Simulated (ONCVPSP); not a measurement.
# Which change was made? (Sm, ONCV)

* Element: samarium (Sm)
* Generator: ONCVPSP 4.0.1
* Type: optimised norm-conserving Vanderbilt (ONCV)
* Functional: PBE
* Relativity: scalar-relativistic
* Frozen core: [Kr] 4d10 4f6
* Valence charge: 10
* Reference configuration: 5s2 5p6 6s0.5 (charge +1.5)
* Partial waves: 5s+6s: rc 2.05 bohr, ncon 3, nbas 7, qcut 6.9 1/bohr, 2 projectors; 5p: rc 2.75 bohr, ncon 3, nbas 7, qcut 6 1/bohr, 2 projectors, debl 1.2 Ha; d scattering state at 0.04 Ha: rc 2.60 bohr, ncon 5, nbas 10, qcut 3.6 1/bohr, 2 projectors, debl 1.2 Ha
* Local potential: polynomial inside 1.40 bohr (lpopt 5, dvloc0 0 Ha)
* Core correction: Teter function, fcfact 5, rcfact 1.75

In the p channel the program set the typed energies aside and used -1.207, 0.250 Ha. In the d channel the program set the typed energies aside and used 0.050, 1.250 Ha.

Cutoffs, loose and tight: the cutoffs (Ha) at which the residual kinetic energy of the hardest occupied pseudo-wave falls to 1 and 0.1 mHa per electron. They do not see the model core or the augmentation charge, which bear on the density cutoff. Test errors are all-electron minus pseudo excitation energies from the reference, over the configurations 5s2 5p6 6s2; 5s2 5p6 6s1; 5s2 5p6 6s0; 5s1 5p6 6s2; variants that change the core or the reference have their own tests.

The base gives: outcome: generated, projector energies reset by the program; cutoff, loose: 15 Ha; cutoff, tight: 18 Ha; bound ghosts: none; GHOST(+) flags above zero: s, d; largest test error (meV): tests left out (the all-electron energies of this program are off by 10 to 40 meV for near-neutral 4f atoms).

Question: After one change the result is: outcome: failed: ERROR pspot: first pseudo wave function has node, program will stop. Which change was it?
A. core [Kr] 4d10, valence charge 16; reference 4f6 5s2 5p6 6s2; waves now 5s+6s: rc 2.60 bohr, ncon 4, nbas 7, qcut 5.2 1/bohr, 2 projectors; 5p: rc 1.70 bohr, ncon 4, nbas 8, qcut 4.4 1/bohr, 3 projectors, debl 0.7 Ha; d scattering state at 0.18 Ha: rc 2.25 bohr, ncon 5, nbas 10, qcut 3.7 1/bohr, 1 projector; 4f: rc 1.15 bohr, ncon 4, nbas 8, qcut 15.4 1/bohr, 2 projectors, debl 1.6 Ha; local potential polynomial inside 1.10 bohr (lpopt 5, dvloc0 0 Ha)
B. s: qcut 6.6; p: qcut 5.7; d: qcut 3.4
C. all radii but the core radius scaled by about 0.76 (s 1.56, p 2.10, d 1.98 bohr); local potential polynomial inside 1.06 bohr (lpopt 5, dvloc0 0 Ha)

Answer: C. The others give: s: qcut 6.6; p: qcut 5.7; d: qcut 3.4 → outcome: generated, projector energies reset by the program; cutoff, loose: 14 Ha; cutoff, tight: 16 Ha; bound ghosts: d; GHOST(+) flags above zero: s; largest test error (meV): tests left out (the all-electron energies of this program are off by 10 to 40 meV for near-neutral 4f atoms) | core [Kr] 4d10, valence charge 16; reference 4f6 5s2 5p6 6s2; waves now 5s+6s: rc 2.60 bohr, ncon 4, nbas 7, qcut 5.2 1/bohr, 2 projectors; 5p: rc 1.70 bohr, ncon 4, nbas 8, qcut 4.4 1/bohr, 3 projectors, debl 0.7 Ha; d scattering state at 0.18 Ha: rc 2.25 bohr, ncon 5, nbas 10, qcut 3.7 1/bohr, 1 projector; 4f: rc 1.15 bohr, ncon 4, nbas 8, qcut 15.4 1/bohr, 2 projectors, debl 1.6 Ha; local potential polynomial inside 1.10 bohr (lpopt 5, dvloc0 0 Ha) → outcome: generated, projector energies reset by the program; cutoff, loose: 97 Ha; cutoff, tight: 109 Ha; bound ghosts: s, p; GHOST(+) flags above zero: p; largest test error (meV): tests left out (the all-electron energies of this program are off by 10 to 40 meV for near-neutral 4f atoms).
